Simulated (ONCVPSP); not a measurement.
## How hard is this rubidium ONCV potential?

ONCVPSP 4.0.1 input, shortened (lines: element, Z, core and valence counts, functional; n l f; lmax; l rc ep ncon nbas qcut; lloc lpopt rc5 dvloc0; l nproj debl; icmod fcfact rcfact), PBE, scalar-relativistic:

```
  Rb 37.00    6    3        4      upf
    1    0    2.00
    2    0    2.00
    2    1    6.00
    3    0    2.00
    3    1    6.00
    3    2   10.00
    4    0    2.00
    4    1    6.00
    5    1    1.00
    3
    0    2.10    0.00    4    9    5.20
    1    3.30    0.00    3    6    4.00
    2    2.10    0.32    3    6    5.00
    3    2.60    0.18    4    7    5.00
    2    5    2.10    0.00
    0    2    3.00
    1    2    3.30
    2    0    1.90
    3    2    2.80
    0    0.00    0.00
```

For each optimised wave give the share of its norm inside rc, the residual kinetic energy above qcut (Ha) and the cutoffs (Ha) for errors of 10, 1, 0.1 and 0.01 mHa per electron.

```tsv
wave	norm inside rc	residual KE	10 mHa	1 mHa	0.1 mHa	0.01 mHa
4s	0.891	1.4e-05	6.8	9.7	11.8	15.8
s projector 2	0.172	1.6e-04	8.3	11.2	15.9	61.6
4p	0.974	8.4e-07	4.2	5.3	6.3	7.1
5p	0.036	1.3e-06	2.3	4.1	5.7	6.9
d projector 1	0.169	1.9e-05	5.6	8.4	10.7	15.9
f projector 1	0.008	1.3e-06	0.8	2.4	5.9	8.7
f projector 2	0.287	1.6e-02	13.5	33.0	39.4	50.0
```

The occupied waves need 9.7 Ha and 12 Ha for 1 and 0.1 mHa. Rows with under 1 % of the norm inside rc give no meaningful cutoff. The cutoffs count occupied waves only; projector 2 of the f channel, the hardest unoccupied one, needs 33 Ha at the loose tolerance.
